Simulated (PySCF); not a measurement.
Species: C₃H₃F₂NSi.
Z-matrix (Å and degrees, PBE0-D3(BJ)/def2-SVP geometry), rows numbered from 1:
```
C 
C   1  1.3462
C   2  1.4284  1  121.70
N   3  1.1602  2  176.91  1   173.50
Si  2  1.8674  1  120.00  3   179.57
F   5  1.6132  2  105.72  1    -3.44
F   5  1.6090  2  109.69  1   112.28
H   1  1.0932  2  120.33  3  -179.54
H   1  1.0940  2  121.75  3     0.52
H   5  1.4749  2  114.96  1  -124.89
```

Method used: PySCF 2.14.0, PBE0-D3(BJ)/def2-SVP geometry optimisation, gas phase.

Masses are those of the commonest isotopes; rigid-rotor values at the optimised geometry. The values belong to one conformer with, in the numbering `[CH2:1]=[C:2]([C:3]#[N:4])[SiH:5]([F:6])[F:7]`, C1–C2–Si5–F6 -3°.

Q: What are A, B and C (MHz)?

A: Ia = 143.21, Ib = 326.36, Ic = 426.85 u·Å²; 505379 MHz·u·Å²/I gives A = 3529, B = 1549, C = 1184 MHz.

Q: What kind of rotor is it?

A: An asymmetric top. Ray's parameter κ = (2B − A − C)/(A − C) = -0.689; −1 is the prolate and +1 the oblate limit.

Q: Is it planar, by Δ = Ic − Ia − Ib?

A: Not planar: Δ = Ic − Ia − Ib = -42.71 u·Å². For a rigid frame Δ = −2 Σ m c², so Σ m c² = 21.36 u·Å² lies off the ab plane: 4.05 from hydrogen and 17.31 from heavier atoms. The atom farthest from that plane is 1.75 Å away.

Q: Give the other two planar moments, Paa and Pbb, and the rms extents of the mass along the axes.

A: Paa = Σ m a² = (Ib + Ic − Ia)/2 = 305.00 and Pbb = Σ m b² = (Ia + Ic − Ib)/2 = 121.85 u·Å². With the mass M = 119.00 u, the rms extents √(P/M) along a, b and c are 1.60, 1.01, 0.42 Å.

Q: Give the coordinates in the principal-axis frame, origin at the centre of mass.

A: The sense of each axis is arbitrary; atoms in the order of the calculation.
```json
{"atom": "C1", "mass (u)": "12.000", "a (Å)": "0.699", "b (Å)": "-1.859", "c (Å)": "0.500"}
{"atom": "C2", "mass (u)": "12.000", "a (Å)": "0.743", "b (Å)": "-0.587", "c (Å)": "0.063"}
{"atom": "C3", "mass (u)": "12.000", "a (Å)": "1.978", "b (Å)": "0.116", "c (Å)": "-0.077"}
{"atom": "N4", "mass (u)": "14.003", "a (Å)": "2.950", "b (Å)": "0.735", "c (Å)": "-0.217"}
{"atom": "Si5", "mass (u)": "27.977", "a (Å)": "-0.837", "b (Å)": "0.300", "c (Å)": "-0.389"}
{"atom": "F6", "mass (u)": "18.998", "a (Å)": "-2.014", "b (Å)": "-0.789", "c (Å)": "-0.219"}
{"atom": "F7", "mass (u)": "18.998", "a (Å)": "-1.114", "b (Å)": "1.485", "c (Å)": "0.665"}
{"atom": "H8", "mass (u)": "1.008", "a (Å)": "-0.259", "b (Å)": "-2.379", "c (Å)": "0.591"}
{"atom": "H9", "mass (u)": "1.008", "a (Å)": "1.606", "b (Å)": "-2.406", "c (Å)": "0.774"}
{"atom": "H10", "mass (u)": "1.008", "a (Å)": "-0.866", "b (Å)": "0.864", "c (Å)": "-1.752"}
```

Q: List the rotational levels J(Ka,Kc) to J = 4 (MHz).

A: Above 0(0,0):
J = 1: 1(0,1) 2733, 1(1,1) 4713, 1(1,0) 5078
J = 2: 2(0,2) 8152, 2(1,2) 9813, 2(1,1) 10907, 2(2,1) 16849, 2(2,0) 16894
J = 3: 3(0,3) 16171, 3(1,3) 17437, 3(1,2) 19621, 3(2,2) 25046, 3(2,1) 25271, 3(3,1) 35887, 3(3,0) 35891
J = 4: 4(0,4) 26680, 4(1,4) 27556, 4(1,3) 31177, 4(2,3) 35941, 4(2,2) 36586, 4(3,2) 46899, 4(3,1) 46924, 4(4,1) 61965, 4(4,0) 61966

Q: Which types of transition are allowed, and where do some lines up to J = 3 fall?

A: The dipole components are |μa| = 1.51 D, |μb| = 2.66 D, |μc| = 0.33 D. The squared components, which scale the intensities, stand as 0.32 : 1.00 : 0.02 (a : b : c). Some of the stronger lines:

```tsv
type	branch	J(Ka,Kc)	MHz	lower level (cm⁻¹)
a	Q	1(1,0) ← 1(1,1)	365	0.157
a	Q	2(1,1) ← 2(1,2)	1094	0.327
a	Q	3(1,2) ← 3(1,3)	2184	0.582
a	R	1(0,1) ← 0(0,0)	2733	0.000
b	Q	2(1,1) ← 2(0,2)	2755	0.272
b	Q	3(1,2) ← 3(0,3)	3450	0.539
b	R	1(1,1) ← 0(0,0)	4713	0.000
a	R	2(0,2) ← 1(0,1)	5419	0.091
a	R	2(1,1) ← 1(1,0)	5830	0.169
b	R	3(0,3) ← 2(1,2)	6357	0.327
b	R	2(1,2) ← 1(0,1)	7081	0.091
b	Q	3(2,2) ← 3(1,3)	7609	0.582
a	R	3(0,3) ← 2(0,2)	8019	0.272
a	R	3(2,2) ← 2(2,1)	8198	0.562
a	R	3(2,1) ← 2(2,0)	8376	0.564
a	R	3(1,2) ← 2(1,1)	8714	0.364
b	R	3(1,3) ← 2(0,2)	9285	0.272
b	Q	3(3,1) ← 3(2,2)	10841	0.835
b	R	2(2,1) ← 1(1,0)	11771	0.169
b	R	2(2,0) ← 1(1,1)	12181	0.157
b	R	3(2,1) ← 2(1,2)	15457	0.327
b	R	3(3,1) ← 2(2,0)	18993	0.564
b	R	3(3,0) ← 2(2,1)	19042	0.562
```

Stationary, but not proved a minimum. No vibrational averaging or centrifugal distortion is included, and the geometry carries the error of its method. Quadrupole hyperfine structure (14N) is left out.

Time: 76 s; peak memory 0.50 GiB. Hardware: Arm Neoverse V1, one thread, no GPU, shared host with 32 logical CPUs at a one-minute load of 30. That covers the optimisation of the geometry.
